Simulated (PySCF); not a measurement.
lithium atom (Li), doublet; R2SCAN/aug-cc-pVDZ run with PySCF.

Input for PySCF:
```python
from pyscf import gto, scf, dft

mol = gto.Mole()
mol.atom = '''
    Li    0.000000    0.000000    0.000000
'''
mol.basis = 'aug-cc-pvdz'
mol.charge = 0
mol.spin = 1
mol.verbose = 4
mol.build()

mf = dft.UKS(mol)
mf.xc = 'r2scan'
mf.kernel()
mf.analyze()
```

What the program printed (banner, timings and long lists left out):

```
PySCF version 2.14.0

[INPUT] verbose = 4
[INPUT] num. atoms = 1
[INPUT] num. electrons = 3
[INPUT] charge = 0
[INPUT] spin (= nelec alpha-beta = 2S) = 1
[INPUT] symmetry False subgroup None
[INPUT] Mole.unit = angstrom
[INPUT] Symbol           X                Y                Z      unit          X                Y                Z       unit  Magmom
[...]
nuclear repulsion = 0
number of shells = 8
number of NR pGTOs = 35
number of NR cGTOs = 23
basis = aug-cc-pvdz
ecp = {}

******** <class 'pyscf.dft.uks.UKS'> ********
method = UKS
initial guess = minao
damping factor = 0
level_shift factor = 0
DIIS = <class 'pyscf.scf.diis.CDIIS'>
diis_start_cycle = 1
diis_space = 8
diis_damp = 0
SCF conv_tol = 1e-09
SCF conv_tol_grad = None
SCF max_cycles = 50
direct_scf = True
direct_scf_tol = 1e-13
number electrons alpha = 2  beta = 1
XC library pyscf.dft.libxc version 7.1.2
    S. Lehtola, C. Steigemann, M. J. T. Oliveira, and M. A. L. Marques,  SoftwareX 7, 1–5 (2018)
XC functionals = r2scan
    J. W. Furness, A. D. Kaplan, J. Ning, J. P. Perdew, and J. Sun,  J. Phys. Chem. Lett. 11, 8208–8215 (2020)
    J. W. Furness, A. D. Kaplan, J. Ning, J. P. Perdew, and J. Sun,  J. Phys. Chem. Lett. 11, 9248–9248 (2020)
    J. W. Furness, A. D. Kaplan, J. Ning, J. P. Perdew, and J. Sun,  J. Phys. Chem. Lett. 11, 8208–8215 (2020)
    J. W. Furness, A. D. Kaplan, J. Ning, J. P. Perdew, and J. Sun,  J. Phys. Chem. Lett. 11, 9248–9248 (2020)
radial grids:
    Treutler-Ahlrichs [JCP 102, 346 (1995); DOI:10.1063/1.469408] (M4) radial grids

becke partition: Becke, JCP 88, 2547 (1988); DOI:10.1063/1.454033
pruning grids: <function nwchem_prune>
grids dens level: 3
symmetrized grids: False
atomic radii adjust function: <function treutler_atomic_radii_adjust>
small_rho_cutoff = 0
Set gradient conv threshold to 3.16228e-05
tot grids = 13728
init E= -7.46338552526013

cycle= 1 E= -7.47841756019163  delta_E= -0.015  |g|= 0.00865  |ddm|= 0.401
cycle= 2 E= -7.47882010443013  delta_E= -0.000403  |g|= 0.00117  |ddm|= 0.106
cycle= 3 E= -7.47882709664874  delta_E= -6.99e-06  |g|= 5.51e-05  |ddm|= 0.0157
cycle= 4 E= -7.47882710198636  delta_E= -5.34e-09  |g|= 3.56e-06  |ddm|= 0.000298
cycle= 5 E= -7.47882710200951  delta_E= -2.31e-11  |g|= 2.48e-07  |ddm|= 2.37e-05
Extra cycle  E= -7.4788271020098  delta_E= -2.86e-13  |g|= 4.8e-08  |ddm|= 4.13e-06
converged SCF energy = -7.4788271020098  <S^2> = 0.75000024  2S+1 = 2.0000002
**** SCF Summaries ****
Total Energy =                          -7.478827102009797
Nuclear Repulsion Energy =               0.000000000000000
One-electron Energy =                   -9.714626512692213
Two-electron Energy =                    2.235799410682416
Two-electron Coulomb Energy =            4.061507982526302
DFT Exchange-Correlation Energy =       -1.825708571843886
**** MO energy ****
                             alpha | beta                alpha | beta
[...]
To work with the spin densities directly, `use mulliken_meta_spin()` only printing them here.

 ** Mulliken spin pop alpha/beta on meta-lowdin orthogonal AOs **
 ** Mulliken Spin Density (per AO)  **
spin_pop of  0 Li 1s        0.00037
spin_pop of  0 Li 2s        0.99948
spin_pop of  0 Li 3s        0.00000
spin_pop of  0 Li 4s        0.00015
spin_pop of  0 Li 2px      -0.00000
spin_pop of  0 Li 2py      -0.00000
spin_pop of  0 Li 2pz      -0.00000
spin_pop of  0 Li 3px      -0.00000
spin_pop of  0 Li 3py      -0.00000
spin_pop of  0 Li 3pz      -0.00000
spin_pop of  0 Li 4px      -0.00000
spin_pop of  0 Li 4py      -0.00000
spin_pop of  0 Li 4pz      -0.00000
spin_pop of  0 Li 3dxy     -0.00000
spin_pop of  0 Li 3dyz     -0.00000
spin_pop of  0 Li 3dz^2    -0.00000
spin_pop of  0 Li 3dxz     -0.00000
spin_pop of  0 Li 3dx2-y2   -0.00000
spin_pop of  0 Li 4dxy     -0.00000
spin_pop of  0 Li 4dyz     -0.00000
spin_pop of  0 Li 4dz^2    -0.00000
spin_pop of  0 Li 4dxz     -0.00000
spin_pop of  0 Li 4dx2-y2   -0.00000
 ** Mulliken Spin Density (per atom)  **
spin density of  0 Li =      1.00000
 ** Mulliken pop alpha/beta on meta-lowdin orthogonal AOs **
 ** Mulliken pop       alpha | beta **
[...]
In total             2.00000 | 1.00000
 ** Mulliken atomic charges   ( Nelec_alpha | Nelec_beta ) **
charge of  0Li =     -0.00000  (     2.00000      1.00000 )
Dipole moment(X, Y, Z, Debye):  0.00000,  0.00000, -0.00000
```
